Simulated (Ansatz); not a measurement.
Mulliken charges of `O[CH2][SnH3]` from PBE/def2-TZVPP in Ansatz (PBE0-D4/def2-TZVP geometry).

```json
{"atom": "O1", "x (Å)": "-1.412", "y (Å)": "1.041", "z (Å)": "-0.629", "charge (e)": "-0.298"}
{"atom": "C2", "x (Å)": "-0.014", "y (Å)": "0.869", "z (Å)": "-0.520", "charge (e)": "-0.258"}
{"atom": "Sn3", "x (Å)": "0.525", "y (Å)": "-0.844", "z (Å)": "0.707", "charge (e)": "0.490"}
{"atom": "H4", "x (Å)": "-1.782", "y (Å)": "0.287", "z (Å)": "-1.095", "charge (e)": "0.194"}
{"atom": "H5", "x (Å)": "0.375", "y (Å)": "1.768", "z (Å)": "-0.042", "charge (e)": "0.121"}
{"atom": "H6", "x (Å)": "0.470", "y (Å)": "0.786", "z (Å)": "-1.500", "charge (e)": "0.112"}
{"atom": "H7", "x (Å)": "-0.406", "y (Å)": "-2.170", "z (Å)": "0.150", "charge (e)": "-0.127"}
{"atom": "H8", "x (Å)": "2.186", "y (Å)": "-1.228", "z (Å)": "0.565", "charge (e)": "-0.119"}
{"atom": "H9", "x (Å)": "0.146", "y (Å)": "-0.555", "z (Å)": "2.346", "charge (e)": "-0.113"}
```

Task: By hand: the dipole of these point charges (1 e Å = 4.8032 D).

Result: Σ q r = (0.209, -0.106, -0.069) e Å, of length 0.244 e Å = 1.17 D.

Task: How does the dipole of the full density compare? (An estimate is asked.)

Result: The calculation gave: (0.082, -0.082, -0.202) e Å, 1.12 D; the point charges give 1.04 times that, at 46° from its direction.

Point charges leave out the atoms' own dipoles, such as those of lone pairs, and Mulliken's split depends on the basis, so the two needn't agree.
